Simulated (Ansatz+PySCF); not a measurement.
**singlet BeO: levels of theory in one basis**

| atom | x (Å) | y (Å) | z (Å) |
| --- | --- | --- | --- |
| Be | -0.0215 | -0.0362 | -0.9193 |
| O | -0.0345 | 0.0010 | 0.4823 |

Basis set: def2-SVP (spherical functions). Correlated methods keep 1 orbital frozen. Charge 0, multiplicity 1.

Computed with Ansatz (development build ahead of 0.2.0); each method stands on the lowest determinant of its kind that the runs found. NEVPT2 correlates all electrons. Active spaces start from the frontier orbitals, and the lowest solution found is given.

```json
{"method": "RHF", "E − E(RHF) (eV)": "0.00", "<S²> of the determinant": "0.00"}
{"method": "UHF", "E − E(RHF) (eV)": "-1.24", "<S²> of the determinant": "1.01"}
{"method": "RHF-CCSD", "E − E(RHF) (eV)": "-6.45", "<S²> of the determinant": "–"}
{"method": "RHF-CCSD(T)", "E − E(RHF) (eV)": "-6.76", "<S²> of the determinant": "–"}
{"method": "CASSCF(8,8)", "E − E(RHF) (eV)": "-4.45", "<S²> of the determinant": "–"}
{"method": "SC-NEVPT2(8,8)", "E − E(RHF) (eV)": "-6.31", "<S²> of the determinant": "–"}
```

(1) What does RHF-MP2 give on the same scale?

(2) Is a single determinant a sound starting point here?

Results:

(1) -6.71 eV.

(2) It is doubtful. Unrestricted orbitals lower Hartree–Fock by 1.24 eV and <S²> is 1.01 where a pure state has 0.00, a sign of strong static correlation. The CASSCF(8,8) natural occupations are 1.99, 1.96, 1.95, 1.95, 0.05, 0.05, 0.04, 0.01.

Caution for RHF, RHF-MP2, RHF-CCSD, RHF-CCSD(T): an unrestricted determinant lies well below. Caution for UHF: the unrestricted determinant is a mixture of spin states.
